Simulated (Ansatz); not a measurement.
Ansatz (a quantum-chemistry and plane-wave program) input (PBE/def2-TZVPD):

Ansatz 0.2 input:
```yaml
crystal:
  periodic: [false, false, false]
  atoms:
    - {symbol: Ge, position_ang: [-0.00000000, -0.00000000, -0.04867710]}
    - {symbol: H, position_ang: [0.00000000, 0.00000000, 1.55766720]}
basis:
  gaussian:
    orbitals: def2-TZVPD
hamiltonian:
  xc: {name: PBE}
total_charge: 1
```

Output:

```
Functional definition: PBE
integrals: 0.01 GiB planned
424 factors; their error is unknown
mean field: 0.11 GiB planned
mean field evaluation 1: about -56515.0503 eV, gradient 1.6e1 eV
mean field evaluation 2: about -56515.2052 eV, gradient 1.4e1 eV
mean field evaluation 4: about -56515.9739 eV, gradient 1.2e0 eV
mean field evaluation 8: about -56515.9717 eV, gradient 2.6e-3 eV
mean field -56515.97170050 eV, -2076.9236520918 hartree, gradient 3.3e-6 eV, S^2 0.000000; 0 other end points of the search recorded, 0 dependent functions left out
reference -56515.97172412 eV, -2076.9236529600 hartree; 16, 16 occupied and 47, 47 virtual orbitals, 424 factors
Total energy: -56515.97172412 eV, -2076.9236529600 hartree
```

This state (charge 1, singlet) is run at the relaxed geometry of the species with charge 0 and multiplicity 2.
